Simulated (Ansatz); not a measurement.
Start from `B[SiH2]C#N` and change one atom or group to get `CO[SiH2]C#N`.

Ansatz, PBE0-D4/def2-TZVP geometries, multiplicity 1. Each molecule was computed in one conformer, which needn't be the lowest.

| property | `B[SiH2]C#N` |
| --- | --- |
| size of the dipole moment (B3LYP/def2-TZVPP) / D | 3.82 |
| HOMO–LUMO gap (PBE0/def2-TZVPP) / eV | 5.90 |
| LUMO energy (ωB97M-V/def2-TZVPP) / eV | -1.11 |
| zero-point energy (PBE0-D4/def2-TZVP) / kJ/mol | 117.8 |
| HOMO energy (PBE/def2-TZVPP) / eV | -7.77 |
| HOMO energy (ωB97M-V/def2-TZVPP) / eV | -11.17 |

(1) Give the same properties after the change, and the shifts. (Estimate.)

Results:

(1) The calculation gave: 
```json
{"property": "size of the dipole moment (B3LYP/def2-TZVPP) / D", "`CO[SiH2]C#N`": "3.25", "shift": "-0.57"}
{"property": "HOMO–LUMO gap (PBE0/def2-TZVPP) / eV", "`CO[SiH2]C#N`": "8.00", "shift": "2.10"}
{"property": "LUMO energy (ωB97M-V/def2-TZVPP) / eV", "`CO[SiH2]C#N`": "0.97", "shift": "2.08"}
{"property": "zero-point energy (PBE0-D4/def2-TZVP) / kJ/mol", "`CO[SiH2]C#N`": "179.3", "shift": "61.5"}
{"property": "HOMO energy (PBE/def2-TZVPP) / eV", "`CO[SiH2]C#N`": "-7.43", "shift": "0.34"}
{"property": "HOMO energy (ωB97M-V/def2-TZVPP) / eV", "`CO[SiH2]C#N`": "-11.39", "shift": "-0.22"}
```

The zero-point energy changes by 61.5 kJ/mol with +6 modes. Dipoles are sizes alone; their direction can turn.

B3LYP here is the variant with VWN-RPA as its local correlation; programs differ in this.
